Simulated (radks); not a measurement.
The nuclear charge of the silicon ion Si2+ is varied continuously with 12 electrons held in [Ne] 3s2. All-electron calculation, scalar-relativistic Kohn-Sham, PBE, spin-unpolarised, spherical densities, finite nucleus; Fermi nuclear charge, rms radius 3.1224 fm. Program: a radial shooting solver on a logarithmic mesh with Libxc functionals. By the Hellmann-Feynman theorem dE/dZ = E(electron-nucleus)/Z, the electronic potential at the nucleus (averaged over a nucleus of fixed radius). The scalar-relativistic energy here is not variational (the density holds large components alone), so the two differ by a part that grows with Z.

| Z | E (hartree) | E(electron-nucleus)/Z (hartree) | HOMO | e(HOMO) (eV) | <r> HOMO (bohr) |
|---|---|---|---|---|---|
| 13 | -242.47282 | -44.3372 | 3s | -14.811 | 2.377 |
| 13.2 | -251.42765 | -45.1959 | 3s | -17.278 | 2.274 |
| 13.4 | -260.55429 | -46.0543 | 3s | -19.887 | 2.182 |
| 13.6 | -269.85267 | -46.9124 | 3s | -22.634 | 2.098 |
| 13.8 | -279.32274 | -47.7703 | 3s | -25.518 | 2.022 |
| 14 | -288.96448 | -48.6280 | 3s | -28.536 | 1.951 |
| 14.2 | -298.77786 | -49.4856 | 3s | -31.688 | 1.887 |
| 14.4 | -308.76289 | -50.3432 | 3s | -34.973 | 1.827 |
| 14.6 | -318.91955 | -51.2008 | 3s | -38.389 | 1.771 |
| 14.8 | -329.24785 | -52.0585 | 3s | -41.936 | 1.719 |
| 15 | -339.74781 | -52.9162 | 3s | -45.613 | 1.670 |

The central difference of E at Z = 14 is -48.638 hartree, to compare with the third column; the second derivative is -4.29 hartree.
